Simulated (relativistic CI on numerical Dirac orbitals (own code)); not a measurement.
**Hyperfine structure of Pr LV, mass number 141**

Calculated at this level of theory: Dirac-Coulomb-Breit CI, KLI orbitals optimised for each configuration, model QED, unscaled Slater integrals (own radial code, finite nucleus).

Configuration list (outside the closed core 1s2): 2s2 2p, 2s 2p2, 2p3, 2p2 3s, 2p2 3p, 2p2 3d, 2s2 3s, 2s2 3p, 2s2 3d, 2s 2p 3s, 2s 2p 3p, 2s 2p 3d, 2s2 4s, 2s2 4p, 2s2 4d, 2s2 4f. Levels of other configurations are missing.

Nuclear spin I = 5/2, μ = 4.266 μN, Q = -0.0589 b (tables of Stone and Pyykkö). The electronic factors are computed for point nuclear moments, without core polarisation or the Bohr-Weisskopf and QED corrections.

```csv
Level,E (eV),A (GHz),B (GHz)
2s2 2p 2P°_1/2,0.00,4987,
2s 2p2 4P_1/2,187.44,15240,
2s2 2p 2P°_3/2,529.57,715,-47
2s 2p2 4P_3/2,659.78,3888,-37.1
2s 2p2 2D_5/2,694.71,4511,-35.1
2s 2p2 2P_1/2,750.08,-5288,
2s 2p2 2D_3/2,751.05,37.91,-27.4
2s 2p2 4P_5/2,1207.75,3708,-11.7
```

Levels with J = 0, under 50 % of one LS term, or S terms without an open s electron are left out. Small factors come from cancelling terms and can be off by tens of per cent or more.

At this charge energies of transitions that change n are usually good to better than 1 %, and those within a shell (Δn = 0) to a few per cent.

Give the hyperfine levels of 2s2 2p 2P°_1/2 relative to its centre of gravity.

With K = F(F + 1) − I(I + 1) − J(J + 1), E = AK/2: F = 2: -8727, F = 3: 6233 GHz.

LS names give the leading component of a level, which can be under half, so a name can repeat, a term be missing and a line seem to break the LS rules.
